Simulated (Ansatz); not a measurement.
`C[OH+][GaH3-]` → `[CH2]` (triplet) + `[OH2+][GaH3-]`  (formal loss of a carbene)

Program: Ansatz. Geometries: PBE0-D4/def2-TZVP. ΔE: electronic, gas phase. CCSD(T)/CBS adds triple-zeta CCSD(T) − MP2 to the extrapolated MP2 energy (def2 sets, frozen cores). This one scheme is used for every species. DFT in def2-TZVPP. Triplets are unrestricted, without spin–orbit coupling. For Ga outer-core shells are correlated without core-valence functions, which leaves a few kJ/mol of doubt a bond. Scalar relativity is left out up to krypton.

`C[OH+][GaH3-]`:

Z-matrix (Å, degrees):
```
C
O 1 1.428
H 1 1.092 2 111.0
H 1 1.091 2 110.1 3 -122.8
H 1 1.088 2 106.4 3 118.8
Ga 2 2.150 1 116.7 3 -61.3
H 2 0.962 1 110.0 3 63.7
H 6 1.577 2 95.3 1 168.8
H 6 1.583 2 96.4 1 49.7
H 6 1.574 2 97.4 1 -69.7
```

`[CH2]` (triplet):

Cartesian coordinates in Å:
```
C 0.109 -0.217 0.130
H -0.846 -0.441 -0.319
H 0.737 0.658 0.189
```

`[OH2+][GaH3-]`:

Cartesian coordinates in Å:
```
O -0.234 -0.969 0.747
Ga -0.056 0.697 -0.673
H -0.123 -0.621 1.638
H 0.486 -1.591 0.602
H -1.368 0.476 -1.508
H -0.031 1.800 0.459
H 1.326 0.208 -1.264
```

| level | ΔE (kcal/mol) |
| --- | --- |
| r2SCAN-D4 | 87.9 |
| HF/def2-QZVPP | 60.5 |

(1) What does CCSD(T)/CBS give? (An estimate is asked.)

Largest T1 diagnostic among the species: 0.012.

Answers

(1) Ansatz gave: +92.9 kcal/mol. The listed levels differ from it by -5.0, -32.4 kcal/mol.

From PBE to PBE0 (25 % exact exchange), in def2-TZVPP and without D4, ΔE moves by −2.0 kcal/mol. In def2-TZVPP, CCSD(T) changes the Hartree–Fock value by +30.3 kcal/mol (the triples alone add +2.4 kcal/mol) and MP2 by +32.0 kcal/mol.
